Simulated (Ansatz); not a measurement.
Ansatz (a first-principles code) input:

Ansatz 0.2 input:
```yaml
crystal:
  periodic: [false, false, false]
  atoms:
    - {symbol: Sr, position_ang: [-0.00000000, -0.00000000, -0.33687817]}
    - {symbol: O, position_ang: [0.00000000, 0.00000000, 1.60017132]}
basis:
  gaussian:
    orbitals: def2-TZVP
hamiltonian:
  xc: {name: r2SCAN}
relax: {f_tol: 0.003, max_steps: 100}
```

### Question
What final total energy does it print?

### Answer
-105.91617 Eh (r2SCAN/def2-TZVP). The basis has 64 functions.
